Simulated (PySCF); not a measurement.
CH₈FNOSi₂, SMILES CO[SiH2][Si@@H](N)F.

Geometry optimised at PBE0-D3(BJ)/def2-SVP. The structure was generated by enumeration; whether it is a known compound was not checked. Other conformers were not sampled.

Two levels are set side by side: TDDFT-PBE/def2-SVPD (PySCF) and TDDFT-ωB97X/def2-SVPD (PySCF). Vertical, same geometry. The lowest singlet is HOMO→LUMO 96 % with PBE and HOMO→LUMO 87 % with the other functional; states are paired by order. Differences are taken from unrounded values.

| quantity | TDDFT-ωB97X | TDDFT-PBE | TDDFT-PBE minus TDDFT-ωB97X |
|---|---|---|---|
| lowest singlet excitation (eV) | 6.71 | 5.46 | -1.25 |
| lowest triplet excitation (TDA) (eV) | 6.04 | 5.21 | -0.82 |
| first bright state (f over 0.05) (eV) | 8.50 | 6.72 | -1.78 |
| its oscillator strength | 0.08 | 0.06 | -0.02 |

A lower first singlet is the usual sign of a functional without exact exchange. Differences between two approximate levels are no errors against the true value.

Rough cost on one machine, each run with all the roots and properties that it gave: TDDFT-ωB97X against TDDFT-PBE about 9 times.
